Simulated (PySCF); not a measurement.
Compound: C₆H₄NS (doublet state).
Geometry (GFN2-xTB, Å), atoms numbered from 1 in this order:
```
atom  x, y, z in Å
C1    -3.1050   -0.5241    0.8398
C2    -2.2750   -0.2956    0.0084
C3    -1.2893    0.0482   -0.9936
S4    -1.6795    1.6939   -1.7141
C5     0.0388    0.0798   -0.4282
C6     1.1405    0.1722    0.0512
C7     2.4389    0.2712    0.6001
N8     3.0828   -0.7521    0.9500
H9    -3.8262   -0.7555    1.5652
H10   -1.3307   -0.6634   -1.8276
H11    2.7970    1.3099    0.6778
H12    4.0089   -0.5851    1.3333
```

The species is `[H]/N=C/C#C[C@H]([S])C#C` [radical].

The calculation used PySCF 2.14.0, UKS B3LYP, pcH-1 on C H N S, non-relativistic, mean-field spin-orbit, GIAO. Geometry: GFN2-xTB; no solvent, vibrations or thermal averaging. The geometry wasn't refined by DFT: couplings that depend on bond lengths, twists or pyramidal angles can differ widely from those at the functional's own minimum, by a factor of two or more for some ions and for spin on atoms past the first row.

Output of the driver script. The program numbers atoms from 0.

```
UKS, coarse grid
  cycle   1  E = -683.72103257  |g| = 4.07e-01
  cycle   2  E = -683.62076797  |g| = 6.10e-01
  cycle   3  E = -683.77847002  |g| = 1.87e-01
  cycle   4  E = -683.79398972  |g| = 7.29e-02
  ...
  cycle  11  E = -683.79658649  |g| = 1.61e-03
  cycle  12  E = -683.79657727  |g| = 1.11e-03
  cycle  13  E = -683.79654806  |g| = 1.69e-03
  cycle  14  E = -683.79657001  |g| = 1.06e-03
  cycle  15  E = -683.79654631  |g| = 2.27e-03
  cycle  16  E = -683.79655156  |g| = 2.15e-03
  cycle  17  E = -683.79659642  |g| = 1.32e-03
  cycle  18  E = -683.79655990  |g| = 1.88e-03
  cycle  19  E = -683.79659795  |g| = 7.16e-04
  cycle  20  E = -683.79661801  |g| = 8.24e-04
  cycle  21  E = -683.79661228  |g| = 8.81e-04
  cycle  22  E = -683.79659867  |g| = 9.23e-04
  cycle  23  E = -683.79647489  |g| = 7.51e-03
  cycle  24  E = -683.79650593  |g| = 5.12e-03
  cycle  25  E = -683.79647755  |g| = 7.03e-03
  cycle  26  E = -683.79649039  |g| = 5.87e-03
  cycle  27  E = -683.79649125  |g| = 5.74e-03
  cycle  28  E = -683.79650578  |g| = 3.69e-03
  cycle  29  E = -683.79653484  |g| = 1.60e-03
  cycle  30  E = -683.79652657  |g| = 4.81e-04
  cycle  31  E = -683.79652591  |g| = 1.88e-04
  cycle  32  E = -683.79651917  |g| = 2.76e-04
  cycle  33  E = -683.79651904  |g| = 1.75e-04
  cycle  34  E = -683.79651683  |g| = 3.77e-04
  cycle  35  E = -683.79651681  |g| = 3.06e-04
  cycle  36  E = -683.79651686  |g| = 1.71e-04
  cycle  37  E = -683.79651690  |g| = 6.15e-05
  cycle  38  E = -683.79651688  |g| = 5.33e-05
  cycle  39  E = -683.79651689  |g| = 3.34e-06
E = -683.79651689 Eh   <S^2> = 0.7529 (exact 0.7500)
g shifts (ppm)      1          2          3
  rmc          -223       -223       -223
  gc            -15         52         33
  oz_so         170      15710    1223830
  total         -64      15539    1223648
hyperfine (MHz)  atom isotope    a_iso     a_fc   dipolar eigenvalues
    0   13C       0.46       0.46     -1.30      0.38      0.92
    1   13C      17.50      17.50     -1.87     -1.37      3.23
    2   13C     -14.43     -14.43     -2.15     -1.19      3.34
    3   33S      13.80      13.80    -91.12    -88.95    180.07
    4   13C      11.70      11.70     -1.50     -1.15      2.64
    5   13C      -0.19      -0.19     -0.90      0.03      0.88
    6   13C       0.15       0.15     -0.18     -0.11      0.29
    7   14N      -0.14      -0.14     -0.07      0.00      0.07
    8    1H      -0.04      -0.04     -0.97     -0.74      1.71
    9    1H      72.49      72.49     -5.81     -1.73      7.55
   10    1H      -0.01      -0.01     -0.58     -0.55      1.13
   11    1H      -0.03      -0.03     -0.24     -0.23      0.47
```

**Question.** Find the weak point of this converged calculation.

**Answer.** The largest g shift is +1.224, past the limit of 0.03 at which the run flags a species of elements up to argon. The orbital-Zeeman/spin–orbit term is second order, a sum of spin–orbit matrix elements over excitation energies, so it grows and becomes less reliable as an excited state comes close; a shift this large should be checked with a method that treats spin–orbit coupling variationally or among several states. The contact and dipolar couplings don't rest on that expansion, but they belong to the state that the SCF found, and a close-lying state with the spin in another orbital would have other couplings; no stability test was run. The run left out the spin–orbit part of the hyperfine coupling. The SCF also ends 101 μEh above an earlier cycle on the same grid, and no stability test was run: the final determinant isn't the lowest that the run met.
